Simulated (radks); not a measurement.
Values are calculated unless marked as measured or tabulated.
Question: Ionisation of the chromium ion Cr3+, [Ar] 3d3, to Cr4+, [Ar] 3d2, under several functionals. Dirac Kohn-Sham, spin-unpolarised, spherical densities, finite nucleus; open shells fill j = l - 1/2 first; a radial shooting solver on a logarithmic mesh with Libxc functionals. The NIST Atomic Spectra Database gives 49.16 eV (semi-empirical). Rank these functionals by the error of their Delta-SCF ionisation energy: PW91; RPBE; XLYP; LDA (Slater exchange, Perdew-Zunger correlation).

Answer: From best to worst: LDA (Slater exchange, Perdew-Zunger correlation) 48.675 eV (-0.485); PW91 48.527 eV (-0.633); XLYP 48.433 eV (-0.727); RPBE 48.332 eV (-0.828). Spin polarisation and multiplet splitting are left out, so open shells lie too high by an amount that depends on their filling.

Beside tabulated values, note that spin-unpolarised runs miss the spin-polarisation part of the exchange energy of open shells.
